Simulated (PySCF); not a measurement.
# Computed records: CH4AlBCl, C2H6Al, C2H7OSi

All values are calculated (PySCF 2.14.0). Calculation on a computer-drawn molecule: optimised geometry and harmonic frequencies of an isolated molecule of the commonest isotopes, restricted reference for singlets and unrestricted otherwise, frozen core in MP2.

Common to all runs: method HF; basis cc-pV(D+d)Z.

```json
{"entry": 1, "formula": "CH4AlBCl", "start_structure": {"atoms_angstrom": [["C", -1.5927, -0.4138, 1.0159], ["B", -0.8219, 0.4854, 0.1098], ["Al", 0.0721, 1.7179, -1.2031], ["Cl", -0.7645, 2.2056, -3.0057], ["H", -2.4556, -0.6469, 0.5495], ["H", -1.8562, -0.0005, 2.0215], ["H", -1.0753, -1.3576, 1.2075], ["H", 1.4952, 2.4164, -1.146]]}, "given": {"charge": 0, "multiplicity": 2, "drawn_bonds_atom": [1, 2, 3, 1, 1, 1, 3], "drawn_bonds_other_atom": [2, 3, 4, 5, 6, 7, 8], "drawn_bonds_order": [1, 1, 1, 1, 1, 1, 1]}, "results": {"total_energy [hartree]": null, "spin_squared": null, "rotational_constants [GHz]": null}}
{"entry": 2, "formula": "C2H6Al", "start_structure": {"atoms_angstrom": [["C", 1.7909, 0.7148, 0.3692], ["C", 0.2925, 0.8007, 0.3346], ["Al", -0.3674, 1.9527, -1.0495], ["H", 2.185, 0.0765, 1.1556], ["H", 2.2079, 0.247, -0.61], ["H", 2.2914, 1.7028, 0.5633], ["H", -0.0441, 1.165, 1.3362], ["H", -0.227, -0.2687, 0.2555], ["H", -0.9482, 2.8534, -2.2098]]}, "given": {"charge": 1, "multiplicity": 1, "drawn_bonds_atom": [1, 2, 1, 1, 1, 2, 2, 3], "drawn_bonds_other_atom": [2, 3, 4, 5, 6, 7, 8, 9], "drawn_bonds_order": [1, 1, 1, 1, 1, 1, 1, 1]}, "results": {"rotational_constants [GHz]": null, "total_energy [hartree]": null}}
{"entry": 3, "formula": "C2H7OSi", "start_structure": {"atoms_angstrom": [["C", -0.5519, 1.2995, 1.9728], ["C", -0.3569, 0.7876, 0.6117], ["O", -0.1852, 1.6448, -0.3606], ["Si", -0.2189, 3.3023, -0.5978], ["H", -1.1702, 2.1551, 2.0694], ["H", -0.9011, 0.5202, 2.6148], ["H", 0.4607, 1.622, 2.4218], ["H", -0.2086, -0.1291, 0.384], ["H", 0.7149, 3.9762, 0.269], ["H", -1.5943, 3.8219, -0.3758], ["H", 0.1624, 3.4134, -1.9758]]}, "given": {"charge": 0, "multiplicity": 2, "drawn_bonds_atom": [1, 2, 3, 1, 1, 1, 2, 4, 4, 4], "drawn_bonds_other_atom": [2, 3, 4, 5, 6, 7, 8, 9, 10, 11], "drawn_bonds_order": [1, 1, 1, 1, 1, 1, 1, 1, 1, 1]}, "results": {"spin_squared": null, "rotational_constants [GHz]": null, "total_energy [hartree]": null}}
```

To be estimated
1. Estimate the total energy of CH4AlBCl (entry 1).
2. What spin squared does the calculation give for CH4AlBCl (entry 1)?
3. What rotational constants does the calculation give for CH4AlBCl (entry 1)?
4. What rotational constants does the calculation give for C2H6Al (entry 2)?
5. Estimate the total energy of C2H6Al (entry 2).
6. Give the missing spin squared for C2H7OSi (entry 3).
7. Estimate the rotational constants of C2H7OSi (entry 3).
8. C2H7OSi (entry 3): total energy?
9. Give the table of modes values for C2H7OSi (entry 3).

Answers
1. -766.3232 hartree
2. 0.7583
3. 11.63, 1.677, 1.48 GHz
4. 31.58, 4.847, 4.432 GHz
5. -320.8822 hartree
6. 0.7602
7. 29.62, 2.578, 2.488 GHz
8. -443.6047 hartree
9. 
Modes:
```
frequency (cm⁻¹)  reduced mass (dalton)
              56                  2.502
           111.7                  1.301
           175.1                  2.661
           213.1                  1.346
             398                  3.092
             683                  1.231
           763.4                  1.514
           776.3                  1.197
           825.4                  2.243
            1027                  1.055
            1040                  1.334
            1047                  1.735
            1062                  1.111
            1112                  1.437
            1210                  2.089
            1316                  2.998
            1472                  1.265
            1536                    1.5
            1565                  1.052
            1584                  1.059
            2309                  1.048
            2324                  1.036
            2356                  1.036
            3148                  1.047
            3227                  1.089
            3253                  1.091
            3272                    1.1
```

Further results for CH4AlBCl (entry 1):

| Quantity | Value |
| --- | --- |
| convergence status largest gradient component | 2.742e-05 hartree/bohr |

Optimised structure:
```xyz
8
CH4AlBCl
C     -1.5719    -0.4280     1.0421
B     -0.8100     0.5147     0.0765
Al     0.1307     1.7471    -1.2455
Cl    -0.8851     2.1912    -3.0645
H     -2.5170    -0.6677     0.5324
H     -1.8319     0.0374     1.9967
H     -1.0586    -1.3756     1.2265
H      1.5451     2.3874    -1.0147
```

Modes:
```
frequency (cm⁻¹)  reduced mass (dalton)
           85.25                  1.145
           92.22                  5.184
           128.8                  3.019
           305.2                  3.436
           441.4                  1.216
             452                  6.522
           540.5                  5.496
           680.4                  1.192
           809.9                  1.549
           899.4                  1.297
            1190                  3.558
            1432                  1.426
            1512                  1.043
            1551                  1.065
            2028                  1.043
            3138                  1.043
            3211                  1.087
            3242                  1.103
```

Further results for C2H6Al (entry 2):

| Item | Value |
| --- | --- |
| convergence status largest gradient component | 2.95e-05 hartree/bohr |

Optimised structure:
```xyz
9
C2H6Al
C      1.8491     0.6868     0.3722
C      0.3096     0.8095     0.3324
Al    -0.4252     1.9393    -1.0606
H      2.1296     0.0274     1.1933
H      2.2489     0.2574    -0.5471
H      2.3315     1.6499     0.5428
H     -0.0782     1.2067     1.2779
H     -0.1604    -0.1725     0.2029
H     -1.0239     2.8396    -2.1689
```

Modes:
```
frequency (cm⁻¹)  reduced mass (dalton)
           201.1                  2.175
           215.8                  1.089
           394.5                  1.088
           454.3                  1.407
           610.7                  4.407
           685.1                  1.279
            1014                  2.133
            1015                  1.092
            1076                  1.536
            1320                  1.399
            1338                   1.26
            1518                  1.093
            1529                   1.17
            1593                  1.042
            1604                  1.037
            2141                  1.047
            3161                  1.058
            3196                  1.036
            3209                  1.101
            3279                  1.106
            3287                  1.105
```

Further results for C2H7OSi (entry 3):

| Property | Result |
| --- | --- |
| convergence status largest gradient component | 1.353e-05 hartree/bohr |

Optimised structure:
```xyz
11
C2H7OSi
C     -0.2102     0.9251     2.2645
C     -0.7763     1.5637     1.0411
O      0.1058     2.3454     0.3478
Si    -0.2532     3.3507    -0.9171
H      0.2339     1.6792     2.9174
H     -0.9912     0.3989     2.8157
H      0.5749     0.2036     2.0080
H     -1.4919     1.0141     0.4316
H     -1.0930     4.4827    -0.4704
H     -0.9812     2.6048    -1.9688
H      1.0333     3.8458    -1.4363
```
